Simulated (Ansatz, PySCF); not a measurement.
This PySCF input computes a PBE0/def2-TZVPD energy:

```python
from pyscf import gto, scf, dft

mol = gto.M(
    atom='''
    B    -0.27022806   -0.66963628    0.31892411
    H    -1.17342216   -1.47140610    0.40207577
    O     0.82618180   -1.03693406    1.13523972
    H     1.52048099   -0.37518832    1.04024732
    P    -0.26875362    0.85399829   -0.72281691
    H    -1.57406871    0.68027390   -1.27660778
    ''',
    basis='def2-tzvpd',
    charge=-1,
    spin=0,
    verbose=4,
)

mf = dft.RKS(mol, xc='pbe0').density_fit(auxbasis='def2-universal-jkfit')
mf.grids.level = 3
mf.conv_tol = 1e-9
mf.max_cycle = 100
mf.max_memory = 1500
mf.kernel()
if not mf.converged:
    mf = mf.newton()
    mf.kernel(mf.make_rdm1())
mf.analyze()
```

Task: Write an input for the same energy in Ansatz (a program for electronic structure) and say what it gives.

Result: 
Ansatz 0.2 input:
```yaml
crystal:
  periodic: [false, false, false]
  atoms:
    - {symbol: B, position_ang: [-0.27022806, -0.66963628, 0.31892411]}
    - {symbol: H, position_ang: [-1.17342216, -1.47140610, 0.40207577]}
    - {symbol: O, position_ang: [0.82618180, -1.03693406, 1.13523972]}
    - {symbol: H, position_ang: [1.52048099, -0.37518832, 1.04024732]}
    - {symbol: P, position_ang: [-0.26875362, 0.85399829, -0.72281691]}
    - {symbol: H, position_ang: [-1.57406871, 0.68027390, -1.27660778]}
basis:
  gaussian:
    orbitals: def2-TZVPD
hamiltonian:
  xc: {name: PBE0}
total_charge: -1
output: {forces: true}
```
It gives -443.10917 Eh, and PySCF -443.10921 Eh, a difference of 0.04 mEh, from the treatment of integrals and grids.

It need not be the lowest isomer of its formula. Whether it binds its extra electron was not tested at this geometry.
